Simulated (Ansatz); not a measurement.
A search over several starts for the lowest SCF solution of Zr(NH2)Cl3 (ZrNCl3H2) at the given spin, in a small basis.

```yaml
crystal:
  periodic: [false, false, false]
  atoms:
    - {symbol: Zr, position_ang: [0.015879, 0.013111, -0.730954]}
    - {symbol: N, position_ang: [0.018275, 0.032038, 1.272124]}
    - {symbol: H, position_ang: [0.774582, -0.314003, 1.875998]}
    - {symbol: H, position_ang: [-0.758704, 0.350192, 1.865276]}
    - {symbol: Cl, position_ang: [2.265563, -0.060737, -1.412099]}
    - {symbol: Cl, position_ang: [-1.192094, 1.908165, -1.430595]}
    - {symbol: Cl, position_ang: [-1.123501, -1.928767, -1.439750]}
basis:
  gaussian: {orbitals: def2-SVP, initial_orbitals: start.molden}
hamiltonian: {xc: pbe0, dispersion: d4}
output: {orbitals: {seedname: orbitals}}
```

The file start.molden holds the orbitals of an earlier run on this structure, at another level or in another basis.

```sh
$ ansatz run in.yaml --threads 2 --pin off --events-out ev --progress --plain --max-ram 4352MiB
```

Output, abridged:

```
Functional definition: PBE0
  name "PBE0"
  cite "Adamo & Barone, J. Chem. Phys. 110, 6158 (1999) doi:10.1063/1.478522"
  cite "Perdew, Burke & Ernzerhof, Phys. Rev. Lett. 77, 3865 (1996) doi:10.1103/PhysRevLett.77.3865"
  parent pbe
  parameter a = 0.25
  parameter kappa = 0.804
  parameter beta = 0.06672455060314922
  exchange = (1 - a)*pbe_x(kappa = kappa, mu = beta*pi^2/3) + a*exact_x
  correlation = pbe_c(beta = beta)
1051 factors; integrals over basis functions are off by at most 9.3e-4 eV
mean field evaluation 1: about -40351.3412 eV, gradient 8.0e0 eV
mean field evaluation 2: about -40351.4616 eV, gradient 2.1e-1 eV
mean field evaluation 4: about -40351.5871 eV, gradient 1.5e-3 eV
mean field evaluation 8: about -40344.6845 eV, gradient 5.7e1 eV
mean field evaluation 16: about -40351.5869 eV, gradient 2.5e-1 eV
mean field -40351.58706463 eV, -1482.8934733372 hartree, gradient 3.4e-5 eV, S^2 0.000000; 1 other end points of the search recorded, 0 dependent functions left out
reference -40351.58713037 eV, -1482.8934757531 hartree; 36, 36 occupied and 73, 73 virtual orbitals, 1051 factors
Total energy: -40351.79030816 eV, -1482.9009423992 hartree
```

Hardware: 2 threads of Arm Neoverse V2 on a shared host. Wall time 3.4 s.

In the def2 sets Zr takes a core potential; there is no spin–orbit coupling.
